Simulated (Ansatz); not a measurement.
GaBr2, SMILES [Br][Ga][Br], multiplicity 2.

Coordinates come from a B3LYP-D3(BJ)/def2-SVP optimisation. The multiplicity is an assumed one; no other spin state was optimised. The isomer is the one that the SMILES or the coordinates give; other isomers of the formula were not compared.

Two levels are set side by side: PBE/def2-SVPD (Ansatz, a first-principles code) and CAM-B3LYP/def2-SVPD (Ansatz). Energy differences of separate SCF runs at the same geometry; the states with an electron removed or added have multiplicity 1 and 1. Differences are taken from unrounded values.

| quantity | CAM-B3LYP |
|---|---|
| vertical ionisation energy (eV) | 9.18 |
| vertical electron affinity (eV) | 2.66 |

Problem. What does PBE give, and how far is it from CAM-B3LYP? (Estimate from the structure and the level; the computed values follow.)

Solution. 
| quantity | PBE | PBE minus CAM-B3LYP |
|---|---|---|
| vertical ionisation energy (eV) | 8.85 | -0.33 |
| vertical electron affinity (eV) | 2.53 | -0.13 |
